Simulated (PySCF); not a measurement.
C6H13FGe.
Z-matrix (Å and degrees, PBE0-D3(BJ)/def2-SVP geometry), rows numbered from 1:
```
C 
C   1  1.5251
C   2  1.5341  1  110.94
Ge  3  1.9583  2  110.99  1  -179.45
C   4  1.9626  3  102.56  2    43.67
C   5  1.5128  4  109.62  3   -43.18
F   6  1.3876  5  108.99  4   176.87
C   6  1.5210  5  114.73  4    56.15
H   1  1.1027  2  110.65  3    62.93
H   1  1.1007  2  111.21  3   -56.66
H   1  1.1011  2  111.50  3  -177.23
H   2  1.1076  1  107.52  3   117.86
H   3  1.1013  2  110.78  1    57.42
H   3  1.1045  2  109.59  1   -60.20
H   4  1.5450  3  110.21  2   -73.31
H   4  1.5406  3  112.94  2   164.35
H   5  1.1002  4  111.56  3  -165.89
H   5  1.1027  4  108.35  3    75.69
H   6  1.1071  5  109.77  4   -66.92
H   8  1.1056  2  109.79  1    68.10
H   8  1.1015  2  109.26  1   -48.13
```

Computed with PBE0-D3(BJ)/def2-SVP geometry optimisation, gas phase (PySCF).

Masses are those of the commonest isotopes; rigid-rotor values at the optimised geometry. The values belong to one conformer with, in the numbering `[CH3:1][C@@H:2]1[CH2:3][GeH2:4][CH2:5][C@H:6]([F:7])[CH2:8]1`, C1–C2–C3–Ge4 -179°, C2–C3–Ge4–C5 44°, C3–Ge4–C5–C6 -43°, Ge4–C5–C6–F7 177°.

(1) What are A, B and C (MHz)?

(2) What kind of rotor is it?

(3) What does the inertial defect say?

(4) Give the other two planar moments, Paa and Pbb, and the rms extents of the mass along the axes.

(5) Give the coordinates in the principal-axis frame, origin at the centre of mass.

(6) Where do the levels up to J = 2 lie, in MHz?

(7) Predict some low-J microwave lines.

(8) Estimate the classical rotational partition function at 10 K, 50 K and 500 K.

Results:

(1) Ia = 338.10, Ib = 405.02, Ic = 704.74 u·Å²; 505379 MHz·u·Å²/I gives A = 1495, B = 1248, C = 717.1 MHz.

(2) An asymmetric top: κ = (2 × 1248 − 1495 − 717.1)/(1495 − 717.1) = 0.36.

(3) Not planar: Δ = Ic − Ia − Ib = -38.38 u·Å². For a rigid frame Δ = −2 Σ m c², so Σ m c² = 19.19 u·Å² lies off the ab plane: 14.24 from hydrogen and 4.95 from heavier atoms. The atom farthest from that plane is 1.53 Å away.

(4) Paa = Σ m a² = (Ib + Ic − Ia)/2 = 385.83 and Pbb = Σ m b² = (Ia + Ic − Ib)/2 = 318.91 u·Å². With the mass M = 178.02 u, the rms extents √(P/M) along a, b and c are 1.47, 1.34, 0.33 Å.

(5) The sense of each axis is arbitrary; atoms in the order of the calculation.
```csv
atom,mass (u),a (Å),b (Å),c (Å)
C1,12.000,-1.794,-2.689,0.008
C2,12.000,-0.984,-1.431,-0.290
C3,12.000,0.421,-1.528,0.317
Ge4,73.921,1.457,0.093,-0.050
C5,12.000,0.157,1.520,0.304
C6,12.000,-1.181,1.147,-0.295
F7,18.998,-2.108,2.130,0.023
C8,12.000,-1.742,-0.185,0.179
H9,1.008,-1.945,-2.806,1.094
H10,1.008,-1.279,-3.590,-0.357
H11,1.008,-2.788,-2.650,-0.465
H12,1.008,-0.876,-1.357,-1.390
H13,1.008,0.950,-2.417,-0.060
H14,1.008,0.344,-1.643,1.413
H15,1.008,1.886,0.128,-1.534
H16,1.008,2.708,0.220,0.840
H17,1.008,0.500,2.487,-0.092
H18,1.008,0.045,1.625,1.396
H19,1.008,-1.106,1.133,-1.399
H20,1.008,-1.795,-0.172,1.284
H21,1.008,-2.782,-0.236,-0.180
```

(6) Above 0(0,0):
J = 1: 1(0,1) 1965, 1(1,1) 2212, 1(1,0) 2743
J = 2: 2(0,2) 5543, 2(1,2) 5611, 2(1,1) 7203, 2(2,1) 7944, 2(2,0) 8296
The levels of one J sum to (2J + 1)J(J + 1)(A + B + C)/3.

(7) The dipole components are |μa| = 0.72 D, |μb| = 1.58 D, |μc| = 0.06 D. The squared components, which scale the intensities, stand as 0.21 : 1.00 : 0.00 (a : b : c). Some lines, for components of 0.1 D or more:

| type | branch | J(Ka,Kc) | MHz | lower level (cm⁻¹) |
| --- | --- | --- | --- | --- |
| a | Q | 2(2,0) ← 2(2,1) | 352 | 0.265 |
| a | Q | 1(1,0) ← 1(1,1) | 531 | 0.074 |
| b | Q | 2(2,0) ← 2(1,1) | 1093 | 0.240 |
| b | Q | 3(2,1) ← 3(1,2) | 1584 | 0.451 |
| a | Q | 2(1,1) ← 2(1,2) | 1592 | 0.187 |
| b | Q | 3(3,0) ← 3(2,1) | 1657 | 0.504 |
| b | Q | 2(1,1) ← 2(0,2) | 1660 | 0.185 |
| a | R | 1(0,1) ← 0(0,0) | 1965 | 0.000 |
| b | R | 1(1,1) ← 0(0,0) | 2212 | 0.000 |
| b | Q | 2(2,1) ← 2(1,2) | 2333 | 0.187 |
| b | Q | 3(3,1) ← 3(2,2) | 2741 | 0.462 |
| b | Q | 3(1,2) ← 3(0,3) | 3009 | 0.351 |
| b | R | 2(0,2) ← 1(1,1) | 3331 | 0.074 |
| a | R | 2(1,1) ← 1(1,0) | 4460 | 0.091 |
| a | R | 3(1,3) ← 2(1,2) | 4919 | 0.187 |
| a | R | 3(0,3) ← 2(0,2) | 4975 | 0.185 |
| b | R | 3(1,3) ← 2(0,2) | 4987 | 0.185 |
| b | R | 2(2,0) ← 1(1,1) | 6084 | 0.074 |
| a | R | 3(1,2) ← 2(1,1) | 6323 | 0.240 |
| a | R | 3(2,1) ← 2(2,0) | 6815 | 0.277 |
| b | R | 3(3,1) ← 2(2,0) | 8284 | 0.277 |
| b | R | 3(3,0) ← 2(2,1) | 8824 | 0.265 |
| b | R | 3(2,1) ← 2(1,2) | 9500 | 0.187 |

(8) Point group C1, symmetry number σ = 1; q = (√π/σ)·√((kT/h)³/(ABC)), k/h = 20836.6 MHz/K: 4610 at 10 K, 51500 at 50 K, 1630000 at 500 K.

Whether it is a minimum is left open (no frequencies). These are rigid-rotor constants of the computed structure; measured ground-state constants (B0) also hold zero-point vibration. A rigid rotor knows nothing of internal rotation, which can split or shift real lines.

Hardware: Intel Xeon at 2.50 GHz, one thread, shared host. Cost: 6.2 min wall, 0.91 GiB resident at most. These figures are those of the optimisation.
